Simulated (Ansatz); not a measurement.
`NC([TeH])[SiH2]F`, relaxed with RKS PBE-D4/def2-SVP in the Gaussian-basis code of Ansatz from a rough embedded geometry. The force threshold is 0.03 eV/Å; the program also tests the step.

Charge 0, multiplicity 1. Te: def2 effective core potential.

Start:

```xyz
11

N    -0.578   -0.824   -1.038
C     0.241    0.213   -0.572
Te   -0.781    2.086   -0.748
Si    0.615   -0.068    1.282
F     1.498   -1.548    1.354
H    -0.060   -1.735   -1.125
H    -0.847   -0.608   -2.061
H     1.156    0.298   -1.129
H    -2.119    1.440    0.260
H     1.472    0.968    1.766
H    -0.597   -0.221    2.012
```

How much energy does the relaxation release, and in how many steps? (An estimate is asked.)

The calculation gave: 0.73 eV, in 26 steps, 4 of them rejected.

Which bonds change most? (Estimate.)

Computed: C2–Te3 from 2.141 to 2.365 Å; Te3–H9 from 1.795 to 1.682 Å; Si4–H11 from 1.423 to 1.500 Å; Si4–F5 from 1.725 to 1.649 Å.

Give the relaxed structure. (Estimate.)

Computed: 
```xyz
11

N    -0.261   -0.967   -1.287
C     0.342    0.096   -0.605
Te   -0.891    2.107   -0.431
Si    0.729   -0.106    1.230
F     1.614   -1.474    1.484
H    -1.076   -1.376   -0.820
H    -0.476   -0.791   -2.273
H     1.217    0.493   -1.158
H    -2.195    1.243    0.187
H     1.549    1.059    1.685
H    -0.553   -0.284    1.988
```
